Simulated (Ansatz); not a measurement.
Two isomers of C3H6FNSi: A = `C[Si](C)(F)C#N`, B = `C=C=C(F)N[SiH3]`.

Isolated molecules relaxed with PBE0-D4/def2-TZVP in Ansatz; ΔE leaves out vibrations. CCSD(T)/CBS is the MP2 limit (def2-TZVPP, def2-QZVPP) plus CCSD(T) − MP2 in def2-TZVPP, frozen cores. DFT in def2-TZVPP. B3LYP here is the variant with VWN-RPA as its local correlation; programs differ in this. Each species was taken in one conformer, which may not be the lowest.

(1) Which is lower in electronic energy at CCSD(T)/CBS, and by how much? (Best estimate.)

(2) Give E(B) − E(A) in kcal/mol with CCSD/def2-TZVPP, B3LYP, ωB97M-V, B2PLYP, PBE-D4, PBE0-D4, r2SCAN-D4. (An estimate is asked.)

Largest T1 diagnostic: 0.013.

Results:

(1) Computed: A, by 104.0 kcal/mol.

(2) The calculation gave: CCSD/def2-TZVPP 105.0, B3LYP 96.2, ωB97M-V 101.0, B2PLYP 102.2, PBE-D4 91.5, PBE0-D4 95.1, r2SCAN-D4 97.6. None reverses the order clearly.

From PBE to PBE0 (25 % exact exchange), in def2-TZVPP and without D4, E(B) − E(A) moves by +3.5 kcal/mol.
